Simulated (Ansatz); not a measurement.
Gas-phase electronic energies from Ansatz, PBE0-D4/def2-TZVP geometries. CCSD(T)/CBS is the MP2 limit (def2-TZVPP, def2-QZVPP) plus CCSD(T) − MP2 in def2-TZVPP, frozen cores. For Ge outer-core shells are correlated without core-valence functions, which leaves a few kJ/mol of doubt a bond. Scalar relativity is left out up to krypton. Each species was taken in one conformer, which may not be the lowest.

`O=[C]([SiH3])[GeH2][F]` + `O[SiH2]F` → `O=C([SiH3])O[SiH2]F` + `[F][GeH3]`  (substitution at a C–Ge bond)

`O=[C]([SiH3])[GeH2][F]`:

Z-matrix (Å, degrees):
```
Si
C 1 1.939
H 1 1.484 2 107.6
H 1 1.485 2 107.6 3 118.1
H 1 1.483 2 108.9 3 -120.9
Ge 2 2.022 1 119.0 3 -59.0
O 2 1.206 1 122.7 3 121.0
F 6 1.750 2 103.8 1 -0.1
H 6 1.536 2 113.0 1 115.1
H 6 1.536 2 113.0 1 -115.3
```

`O[SiH2]F`:

Z-matrix (Å, degrees):
```
Si
F 1 1.596
O 1 1.630 2 111.0
H 1 1.482 2 106.0 3 121.4
H 1 1.474 2 108.2 3 -116.3
H 3 0.958 1 119.1 2 71.8
```

`O=C([SiH3])O[SiH2]F`:

Cartesian coordinates in Å:
```
O -0.512 -1.031 1.074
C -0.356 -0.439 0.034
Si -1.236 -0.848 -1.625
O 0.488 0.602 -0.042
Si 1.276 0.984 1.401
F 2.178 2.226 0.987
H -1.995 0.352 -2.049
H -2.134 -2.000 -1.389
H -0.193 -1.173 -2.627
H 2.170 -0.111 1.816
H 0.314 1.437 2.420
```

`[F][GeH3]`:

Cartesian coordinates in Å:
```
F -0.552 0.450 -1.489
Ge 0.030 -0.025 0.082
H -0.671 -1.346 0.419
H 1.549 -0.185 -0.054
H -0.357 1.106 1.043
```

| species | SCS-MP2/def2-TZVPP energy (Eh) |
| --- | --- |
| `O=[C]([SiH3])[GeH2][F]` | -2580.47996 |
| `O[SiH2]F` | -465.80512 |
| `O=C([SiH3])O[SiH2]F` | -869.17339 |
| `[F][GeH3]` | -2177.12846 |

(1) Work out ΔE.

Largest T1 diagnostic among the species: 0.015.

Answers

(1) ΔE = (-869.17339) + (-2177.12846) − (-2580.47996) − (-465.80512) = -0.01677 Eh = -44.0 kJ/mol. CCSD(T)/CBS gives -39.1 kJ/mol.

In def2-TZVPP, CCSD(T) changes the Hartree–Fock value by +14.7 kJ/mol (the triples alone add −0.1 kJ/mol) and MP2 by +13.9 kJ/mol. From PBE to PBE0 (25 % exact exchange), in def2-TZVPP and without D4, ΔE moves by −5.4 kJ/mol.
